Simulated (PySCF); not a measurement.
## Radial density of Br²⁺ (bromine, charge +2)

B97-3, [Ar] 3d10 4s2 4p2 5s1, high-spin 4P determinant (an excited configuration). Computed with PySCF 2.14 in aug-cc-pV5Z-PP with ECP10MDF, with a scalar-relativistic core potential. This is the valence pseudo-density: the core potential removes the inner electrons and smooths the orbitals near the nucleus.

```csv
r (bohr),4πr²ρ (e/bohr),4πr²(ρα − ρβ)
0.000601,2.920e-05,0.0000
0.00101,8.158e-05,0.0000
0.00170,0.0002238,0.0000
0.00286,0.0005963,0.0000
0.00481,0.001536,0.0000
0.00809,0.003709,0.0001
0.0136,0.008136,0.0001
0.0229,0.01566,0.0003
0.0385,0.03047,0.0005
0.0647,0.1270,0.0008
0.109,1.015,0.0026
0.183,6.266,0.0289
0.308,23.50,0.2387
0.518,33.04,0.1988
0.872,10.54,0.2491
1.47,3.660,1.4874
2.47,1.048,0.7041
4.15,0.3293,0.3264
6.98,0.01608,0.0161
11.7,2.440e-05,0.0000
```

Energies and moments cover only the electrons outside the core potential. The outer electron is Rydberg-like, and this basis confines it to a smaller radius and binds it less than a complete one would.
